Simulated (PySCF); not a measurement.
## Basis-set dependence of population analyses: `BCCC=C`

C4H9B.
SMILES with atom numbers: `[BH2:1][CH2:2][CH2:3][CH:4]=[CH2:5]` (hydrogens: H6, H7 on B1; H8, H9 on C2; H10, H11 on C3; H12 on C4; H13, H14 on C5)

Cartesian coordinates in Å at the PBE0-D3(BJ)/def2-SVP level; atoms count from 1:
```xyz
14
C4H9B angstrom
B     -2.278    0.625    0.645
C     -1.108    0.019   -0.183
C      0.258   -0.137    0.489
C      1.298   -0.726   -0.410
C      2.436   -0.133   -0.772
H     -3.362    0.770    0.126
H     -2.144    0.963    1.802
H     -1.022    0.627   -1.107
H     -1.472   -0.953   -0.578
H      0.604    0.840    0.864
H      0.142   -0.780    1.380
H      1.075   -1.727   -0.808
H      3.149   -0.620   -1.443
H      2.700    0.865   -0.406
```

PBE0 throughout (PySCF), one geometry, spherical d and f functions. The structure is a single PBE0-D3(BJ)/def2-SVP conformer in the gas phase; no vibrational or solvent corrections. Atoms taken as equivalent share a column and are averaged. The first 7 of 11 kinds of atom are listed.

Mulliken charges (e):

```tsv
basis	functions	B1	C2	C3	C4	C5	H6/H7	H8/H9
STO-3G	34	+0.179	-0.247	-0.147	-0.078	-0.176	-0.048	+0.088
6-31G	63	+0.228	-0.515	-0.373	-0.079	-0.361	-0.041	+0.189
pcSseg-0	63	+0.273	-0.833	-0.519	-0.219	-0.408	+0.017	+0.263
6-31G*	88	+0.118	-0.467	-0.371	-0.077	-0.398	-0.013	+0.191
cc-pVDZ	115	+0.035	-0.091	-0.019	-0.124	-0.034	-0.025	+0.057
def2-SVP	115	+0.064	-0.156	+0.009	-0.122	-0.085	-0.025	+0.067
6-311+G(2d,p)	189	+0.053	-0.401	-0.368	+0.195	-0.431	+0.001	+0.173
aug-cc-pVDZ	196	-1.135	+0.440	+0.405	+1.264	+0.310	+0.599	-0.299
def2-TZVP	209	-0.031	-0.301	-0.133	-0.119	-0.288	+0.016	+0.134
IGLO-III	265	+0.219	-0.385	-0.170	-0.071	-0.242	-0.051	+0.128
cc-pVTZ	276	-0.042	-0.188	-0.130	-0.108	-0.281	+0.014	+0.099
pcSseg-2	306	+0.250	-0.227	+0.041	-0.116	-0.104	-0.068	+0.049
```

IAO charges (e):

```csv
basis,functions,B1,C2,C3,C4,C5,H6/H7,H8/H9
STO-3G,34,+0.103,-0.397,-0.256,-0.136,-0.272,0.000,+0.151
6-31G,63,+0.068,-0.412,-0.259,-0.128,-0.327,+0.008,+0.165
pcSseg-0,63,+0.064,-0.410,-0.263,-0.131,-0.311,+0.008,+0.167
6-31G*,88,+0.087,-0.405,-0.246,-0.123,-0.316,+0.001,+0.159
cc-pVDZ,115,+0.072,-0.402,-0.247,-0.124,-0.321,+0.006,+0.160
def2-SVP,115,+0.080,-0.397,-0.242,-0.120,-0.312,+0.002,+0.158
"6-311+G(2d,p)",189,+0.075,-0.412,-0.254,-0.127,-0.335,+0.006,+0.164
aug-cc-pVDZ,196,+0.073,-0.409,-0.253,-0.127,-0.335,+0.006,+0.164
def2-TZVP,209,+0.075,-0.412,-0.254,-0.126,-0.334,+0.006,+0.164
IGLO-III,265,+0.074,-0.413,-0.255,-0.127,-0.336,+0.006,+0.165
cc-pVTZ,276,+0.074,-0.412,-0.254,-0.126,-0.334,+0.006,+0.165
pcSseg-2,306,+0.076,-0.412,-0.254,-0.126,-0.335,+0.005,+0.164
```

Hirshfeld charges (e):

| basis | functions | B1 | C2 | C3 | C4 | C5 | H6/H7 | H8/H9 |
| --- | --- | --- | --- | --- | --- | --- | --- | --- |
| STO-3G | 34 | +0.177 | -0.071 | -0.006 | -0.029 | -0.072 | -0.072 | +0.025 |
| 6-31G | 63 | +0.155 | -0.117 | -0.050 | -0.039 | -0.112 | -0.062 | +0.046 |
| pcSseg-0 | 63 | +0.162 | -0.120 | -0.050 | -0.033 | -0.105 | -0.063 | +0.045 |
| 6-31G* | 88 | +0.157 | -0.118 | -0.052 | -0.040 | -0.112 | -0.062 | +0.047 |
| cc-pVDZ | 115 | +0.161 | -0.130 | -0.059 | -0.037 | -0.110 | -0.062 | +0.049 |
| def2-SVP | 115 | +0.162 | -0.133 | -0.061 | -0.036 | -0.111 | -0.062 | +0.050 |
| 6-311+G(2d,p) | 189 | +0.166 | -0.140 | -0.073 | -0.045 | -0.112 | -0.060 | +0.051 |
| aug-cc-pVDZ | 196 | +0.163 | -0.144 | -0.076 | -0.044 | -0.115 | -0.058 | +0.053 |
| def2-TZVP | 209 | +0.163 | -0.140 | -0.072 | -0.042 | -0.114 | -0.060 | +0.052 |
| IGLO-III | 265 | +0.163 | -0.143 | -0.076 | -0.043 | -0.114 | -0.058 | +0.053 |
| cc-pVTZ | 276 | +0.162 | -0.139 | -0.070 | -0.041 | -0.114 | -0.060 | +0.052 |
| pcSseg-2 | 306 | +0.163 | -0.143 | -0.076 | -0.042 | -0.115 | -0.058 | +0.053 |

Some averages cover members that differ in this geometry, most widely: H8/H9, Mulliken in aug-cc-pVDZ -0.318 to -0.280 e.

Problem. Which scheme is steadiest as the basis changes?

Solution. Largest range over the bases for any column: IAO 0.06 e, Hirshfeld 0.07 e, Mulliken 1.48 e. IAO and Hirshfeld charges move least and Mulliken charges most, counted in e. Without the minimal STO-3G basis the ranges are IAO 0.02, Hirshfeld 0.03, Mulliken 1.48 e.

Problem. How much do the charges still move between the two largest bases, cc-pVTZ and pcSseg-2?

Solution. At most, over all atoms: Mulliken 0.292 e, IAO 0.002 e, Hirshfeld 0.005 e.

Problem. What do the same runs give for the total energy, the frontier levels and the dipole moment?

Solution. 
| basis | energy (Eh) | HOMO (eV) | LUMO (eV) | μ (D) |
| --- | --- | --- | --- | --- |
| STO-3G | -180.2228 | -5.58 | 1.67 | 0.37 |
| 6-31G | -182.3596 | -7.14 | -1.00 | 0.47 |
| pcSseg-0 | -182.0020 | -7.45 | -1.33 | 0.45 |
| 6-31G* | -182.3974 | -7.10 | -0.97 | 0.47 |
| cc-pVDZ | -182.4114 | -7.26 | -1.24 | 0.44 |
| def2-SVP | -182.2720 | -7.33 | -1.27 | 0.44 |
| 6-311+G(2d,p) | -182.4529 | -7.39 | -1.39 | 0.39 |
| aug-cc-pVDZ | -182.4208 | -7.38 | -1.39 | 0.38 |
| def2-TZVP | -182.4656 | -7.38 | -1.36 | 0.41 |
| IGLO-III | -182.4725 | -7.39 | -1.39 | 0.38 |
| cc-pVTZ | -182.4634 | -7.36 | -1.34 | 0.42 |
| pcSseg-2 | -182.4679 | -7.40 | -1.39 | 0.39 |

The dipole is fixed by the density alone, so its range of 0.10 D shows that the density itself changes with the basis, not only its division among atoms.
